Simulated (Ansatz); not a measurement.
A series at Ti: from `[OH][Ti]([OH])([OH])[OH]`, ligands are replaced one by one, each step taking up H–F and setting free H₂O; n counts the steps. Ansatz, PBE0-D4/def2-TZVP geometries. Each molecule was computed in one conformer, which needn't be the lowest.

| n | molecule | zero-point energy, PBE0-D4/def2-TZVP (kJ/mol) |
| --- | --- | --- |
| 0 | `[OH][Ti]([OH])([OH])[OH]` | 135.2 |
| 1 | `[OH][Ti]([OH])([OH])[F]` | 106.5 |
| 2 | `[OH][Ti]([OH])([F])[F]` | 78.6 |
| 3 | `[OH][Ti]([F])([F])[F]` | 51.0 |
| 4 | `[F][Ti]([F])([F])[F]` | ? |

Question: By hand: fit a straight line y = ȳ + b (n − n̄) to the 4 given rows and predict n = 4.

Answer: n̄ = 1.500, ȳ = 92.82; Σ(n − n̄)(y − ȳ) = -140.25, Σ(n − n̄)² = 5.000, so b = -28.05 kJ/mol a step. Prediction: 92.82 + (-28.05) × (2.500) = 22.7 kJ/mol.

Question: By hand: compare with the computed value, 25.2 kJ/mol, and give the steps along the whole series.

Answer: The line misses by 2.5 kJ/mol (computed minus predicted). Steps: -28.7, -27.9, -27.6, -25.8 kJ/mol.

The steps differ by at most 2.9 kJ/mol, 11 % of a mean step, so the ligands' effects nearly add and a line is close. The miss is 2.3 % of the series' range.
